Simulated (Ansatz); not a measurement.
`[AlH2][O]B[SiH2][SiH3]` → Al• + B• + 8 H• + O• + 2 Si•  (atomization)

Program: Ansatz. Geometries: PBE0-D4/def2-TZVP. ΔE: electronic, gas phase. CBS: MP2 limit from def2 TZ/QZ plus the TZ coupled-cluster correction, frozen cores. This one scheme is used for every species, atoms too. DFT in def2-TZVPP. B3LYP here is the variant with VWN-RPA as its local correlation; programs differ in this. HSE06 is defined as in plane-wave codes. Open shells (•) are unrestricted, without spin–orbit coupling. Spin–orbit coupling would lower the free atoms: a little for Al, B, O, Si. One conformer a species, not always the lowest.

```
             level  ΔE (kJ/mol)  difference from CCSD(T)/CBS
       LDA (SPW92)       4577.0                        442.0
           ωB97M-V       4139.0                          4.0
            r2SCAN       4142.4                          7.4
             B3LYP       4091.2                        -43.8
             HSE06       4063.7                        -71.3
       HF/def2-SVP       3176.2                       -958.8
    MP2/def2-QZVPP       4105.2                        -29.8
SCS-MP2/def2-QZVPP       4137.4                          2.4
      HF/CBS(def2)       3185.0                       -950.0
    CCSD/CBS(def2)       4094.0                        -41.0
       CCSD(T)/CBS       4135.0                            0
```

(1) What do rigid-rotor, harmonic-oscillator terms from PBE0-D4/def2-TZVP frequencies (298.15 K, 1 bar) make of the CCSD(T)/CBS value? (Estimate.)

Largest T1 diagnostic among the species: 0.018.

Results:

(1) Computed: ΔZPE = -189.7 kJ/mol, ΔH = +3996.6 kJ/mol, ΔS = 1309 J/(mol·K), ΔG = +3606.3 kJ/mol. Open shells count their whole term as degenerate. Modes under 50 cm⁻¹ make the entropy rough.

From PBE to PBE0 (25 % exact exchange), in def2-TZVPP and without D4, ΔE moves by −21.8 kJ/mol: exact exchange takes away binding that semilocal exchange gives to molecules. The D4 term adds +45.3 kJ/mol with B3LYP and +24.3 kJ/mol with PBE0; it sums over pairs of atoms, weighted by their polarisabilities, and B3LYP, whose exchange is more repulsive, gets the larger term.

For atomizations the MP2-based limit and the directly extrapolated one differ by several kJ/mol either way, and by 10 to 25 for some Ge, Se and Sn compounds, so smaller differences from it don't rank the levels.
